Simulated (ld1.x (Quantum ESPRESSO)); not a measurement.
Pseudopotential generation for Ca: RRKJ, PBEsol, scalar-relativistic.

calcium, norm-conserving RRKJ (Kleinman–Bylander form), made with ld1.x (Quantum ESPRESSO) 7.5 (PBEsol, scalar-relativistic). Core [Ne] 3s2, reference 3p6 3d0 4s2 4p0. Waves: 4s (bound): rc 1.50 bohr; 3p (bound): rc 1.90 bohr; 3d (bound, empty): rc 2.85 bohr; 4f channel at 0.25 Ry: rc 2.45 bohr. Local part: all-electron potential smoothed inside 1.60 bohr (lloc = -1). Core correction: a·sin(br)/r model core inside 0.75 bohr.

(1) Is a potential produced?

## Answers

(1) No. ld1.x (Quantum ESPRESSO) 7.5 stopped with "compute_phi: phi has nodes before r_c": the RRKJ expansion in Bessel functions gave a pseudo-wave with a node inside its radius. Before that it printed "This function has    2 nodes for 0 < r <    1.498".
